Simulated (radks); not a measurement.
All-electron atom: Sm in [Xe] 4f6 6s1 7s1 (not the ground configuration). All-electron calculation, Dirac Kohn-Sham, exchange-only LDA, spin-unpolarised, spherical densities, point nucleus; open shells are shared between the two j in proportion to 2j + 1. Program: a radial shooting solver on a logarithmic mesh with Libxc functionals. Some entries of the table are withheld. Estimate them.

orbital,occ.,eigenvalue (Ry),<r> (bohr)
1s1/2,2,-3424.246,(1)
2s1/2,2,-559.4496,0.09656
2p1/2,2,-530.4734,(2)
2p3/2,4,-486.2196,(3)
3s1/2,2,-122.6269,0.2549
3p1/2,2,-110.1356,0.2444
3p3/2,4,-101.1801,0.2572
3d3/2,4,-79.44461,0.2287
3d5/2,6,-77.49776,0.2327
4s1/2,2,-24.43675,0.5795
4p1/2,2,-19.65032,(4)
4p3/2,4,-17.67256,(5)
4d3/2,4,(6),0.6653
4d5/2,6,(7),0.6758
5s1/2,2,-3.33100,1.410
5p1/2,2,-2.04679,1.596
5p3/2,4,-1.78459,1.695
6s1/2,1,-0.37503,4.029
4f5/2,2.57143,-0.35648,(8)
4f7/2,3.42857,-0.31675,(9)
7s1/2,1,(10),10.88

Answer. 
(1) 1s1/2 <r> (bohr): 0.02276
(2) 2p1/2 <r> (bohr): 0.08076
(3) 2p3/2 <r> (bohr): 0.08738
(4) 4p1/2 <r> (bohr): 0.5934
(5) 4p3/2 <r> (bohr): 0.6228
(6) 4d3/2 eigenvalue (Ry): -9.78510
(7) 4d5/2 eigenvalue (Ry): -9.43203
(8) 4f5/2 <r> (bohr): 1.005
(9) 4f7/2 <r> (bohr): 1.026
(10) 7s1/2 eigenvalue (Ry): -0.06167
